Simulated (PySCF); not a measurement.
TlBr: one state, many levels of theory

State: singlet, closed shell. Set-up: basis Tl x2c-TZVPPall, Br x2c-TZVPPall; spin-free X2C with a Gaussian nucleus; PySCF 2.14. De refers to Tl + Br in their high-spin ground configurations, without counterpoise correction. A positive dipole means Tl(−)Br(+).

| Level | Re (Å) | ωe (cm⁻¹) | De (eV) | μ (D) |
| --- | --- | --- | --- | --- |
| RHF | 2.682 | 181 | 2.91 | -5.18 |
| RHF-MP2 | 2.631 | 195 | 4.11 | n/a |
| RHF-SCS-MP2 | 2.653 | 190 | 3.97 | n/a |
| RHF-CCSD | 2.651 | 190 | 3.81 | n/a |
| RHF-CCSD(T) | 2.648 | 192 | 3.93 | n/a |
| PBE | 2.653 | 187 | 4.20 | -4.27 |
| PW91 | 2.650 | 188 | 4.23 | -4.25 |
| r²SCAN | 2.628 | 194 | 4.20 | -4.33 |
| TPSSh | 2.647 | 189 | 4.15 | -4.50 |
| B3LYP | 2.668 | 185 | 3.98 | -4.61 |
| PBE0 | 2.636 | 192 | 4.07 | -4.47 |
| ωB97X-V | 2.627 | 195 | 4.09 | -4.63 |
| B2PLYP | 2.653 | 189 | 4.01 | -4.78 |

Which functional lies closest to RHF-CCSD(T) in De, which farthest, and by how much do they differ from it?

Closest is B3LYP (+2.0 pm in Re, -3.6 % in ωe, +0.05 eV in De against RHF-CCSD(T) in the same basis), farthest PW91 (+0.2 pm in Re, -2.1 % in ωe, +0.30 eV in De). CCSD(T) converges more slowly with the basis than the functionals do and binds too weakly in this one, so the order can change at the basis-set limit.

What does the step from GGA to meta-GGA do here, going from PBE to r²SCAN?

r²SCAN less PBE: -2.5 pm in Re, +3.7 % in ωe, +0.00 eV in De. 

What does second-order correlation do here, going from RHF to RHF-MP2?

RHF-MP2 less RHF: -5.1 pm in Re, +7.7 % in ωe, +1.20 eV in De. Correlation nearly always deepens the well. The bond shortens, as is common for weak, ionic, metallic or heavy-atom bonds, where dispersion and the correlation of outer-core electrons can pull the atoms together.

Correlated steps freeze 43 core orbitals. These are scalar-relativistic numbers at best; spin–orbit coupling would shift them, the dissociation energy most. Where the molecule has an RHF reference, its open-shell atoms are computed with UHF. B2PLYP dipoles, levels and charges come from its SCF part alone.

The whole job (state search and all levels along the bond) took about 15 min on 2 threads of Arm Neoverse V2 (shared host), peak memory 6.6 GiB.
